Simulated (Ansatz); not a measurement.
The cluster Ga2S3. Charge 0, multiplicity 5. Geometry B3LYP-D4/def2-SVP; atoms count from 1.

Cartesian coordinates in Å:
```
Ga -0.438 -1.057 -0.266
Ga 1.628 0.604 1.464
S 1.510 0.362 -0.811
S -0.662 0.692 1.466
S -2.038 -0.600 -1.854
```

At PBE0-D4/def2-TZVP a singlet of charge 0 lies 2.85 eV below the quintet, each at its own geometry. The structure comes from a short search, and lower isomers may exist.

Estimate the Mulliken populations from the PBE0/def2-TZVP orbitals of Ansatz.


```json
{"atom": "Ga1", "charge (e)": "0.35", "spin (α − β)": "0.59"}
{"atom": "Ga2", "charge (e)": "0.38", "spin (α − β)": "0.53"}
{"atom": "S3", "charge (e)": "-0.25", "spin (α − β)": "0.83"}
{"atom": "S4", "charge (e)": "-0.25", "spin (α − β)": "0.83"}
{"atom": "S5", "charge (e)": "-0.22", "spin (α − β)": "1.22"}
```
Mulliken values and Mayer orders depend strongly on the basis.

Where does the spin sit?

Summed by element: Ga 1.12, S 2.88, of 4 unpaired in all. Largest on single atoms: S5 1.22, S4 0.83, S3 0.83.

And the Mayer bond orders between bonded heavy atoms (over 0.3)?

Ga1–S3 0.62 (2.47 Å); Ga1–S4 0.62 (2.47 Å); Ga1–S5 1.01 (2.30 Å); Ga2–S3 1.02 (2.29 Å); Ga2–S4 1.02 (2.29 Å). Values over 0.3 also appear between atoms too far apart for a bond (S3–S4 0.43 at 3.16 Å); they arise where an orbital or an unpaired electron spreads over both atoms.
